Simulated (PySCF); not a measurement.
C₅H₄F₂.
SMILES: `C(C(F)F)(=C)C#C`

Jobs on this species (11 atoms, 52 electrons) with PySCF (density fitting). Hardware of each: one thread, Arm Neoverse V1 (aarch64), no GPU, shared host. Other jobs ran on the host; a repeat could differ by tens of per cent or more. Peak memory is the resident size of the whole Python process, interpreter and libraries included.

```csv
level and settings,work,basis functions,SCF cycles,wall time,peak memory
"delta-SCF UKS SCAN, def2-TZVP on the ionised atom, pcseg-1 elsewhere, spin-free X2C","ΔSCF core ionisation, 6 holes",135,?,?,?
"delta-SCF UKS PBE0, pcX-2 on the ionised atom, pcseg-1 elsewhere, spin-free X2C","ΔSCF core ionisation, 6 holes",149,?,?,?
"delta-SCF UKS HF, pcX-2 on the ionised atom, pcseg-1 elsewhere, spin-free X2C","ΔSCF core ionisation, 6 holes",149,131,37 s,0.56 GiB
"PBE0-D3(BJ)/def2-SVP, grid level 1",geometry optimisation from a GFN2-xTB start shaken at random,118,81,56 s,0.51 GiB
"delta-SCF UKS SCAN, pcX-2 on the ionised atom, pcseg-1 elsewhere, non-relativistic","ΔSCF core ionisation, 6 holes",149,134,48 s,0.56 GiB
"delta-SCF UKS SCAN, pcX-1 on the ionised atom, pcseg-1 elsewhere, spin-free X2C","ΔSCF core ionisation, 6 holes",128,132,39 s,0.56 GiB
"delta-SCF UKS SCAN, pcX-2 on the ionised atom, pcseg-1 elsewhere, spin-free X2C","ΔSCF core ionisation, 6 holes",149,134,48 s,0.51 GiB
"delta-SCF UKS B3LYP, pcX-2 on the ionised atom, pcseg-1 elsewhere, spin-free X2C","ΔSCF core ionisation, 6 holes",149,108,51 s,0.60 GiB
"delta-SCF UKS PBE, pcX-2 on the ionised atom, pcseg-1 elsewhere, spin-free X2C","ΔSCF core ionisation, 6 holes",149,115,26 s,0.56 GiB
```

Question: Fill in the missing figures.

Answer: 
- delta-SCF UKS SCAN, def2-TZVP on the ionised atom, pcseg-1 elsewhere, spin-free X2C; ΔSCF core ionisation, 6 holes: 46 s, 0.56 GiB, 136 SCF cycles
- delta-SCF UKS PBE0, pcX-2 on the ionised atom, pcseg-1 elsewhere, spin-free X2C; ΔSCF core ionisation, 6 holes: 50 s, 0.56 GiB, 106 SCF cycles

Question: What do all jobs in the table cost together?

Answer: About 6.7 min; the longest takes about 14 % of that, and about 2.2 times as long as the shortest.
